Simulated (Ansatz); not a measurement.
GeBr2H2 (GeH₂Br₂), relaxed as a singlet with RKS B3LYP-D4/def2-SVP in Ansatz, starting from the GFN2-xTB geometry. Force threshold 0.02 eV/Å.

Start:

```csv
atom,x (Å),y (Å),z (Å)
Ge1,0.158,-0.056,-0.091
Br2,-0.589,2.093,0.042
Br3,-1.263,-1.440,1.030
H4,1.518,-0.131,0.567
H5,0.176,-0.466,-1.548
```

Q: Estimate the energy that the relaxation releases and the steps that it takes.

A: 3.3 kJ/mol, in 3 steps; 19 s on 4 threads of Intel Xeon on a shared host. No frequencies were taken in this run, so the end may be a saddle point.

Q: Does the start keep its bonding and symmetry?

A: By distances, no bond broke or formed. The bond that changes most is Ge1–Br3, from 2.28 to 2.32 Å (atoms count from 1). Point group C2v at the start, C2v at the end, both within 0.05 Å.

Q: Predict the relaxed structure.

A: 
```xyz
5

Ge    0.1700   -0.0599   -0.0984
Br   -0.5960    2.1258    0.0412
Br   -1.2809   -1.4640    1.0446
H     1.5405   -0.1293    0.5892
H     0.1663   -0.4726   -1.5767
```
Bond lengths: 2 × Br–Ge 2.32 Å; 2 × Ge–H 1.53 Å.
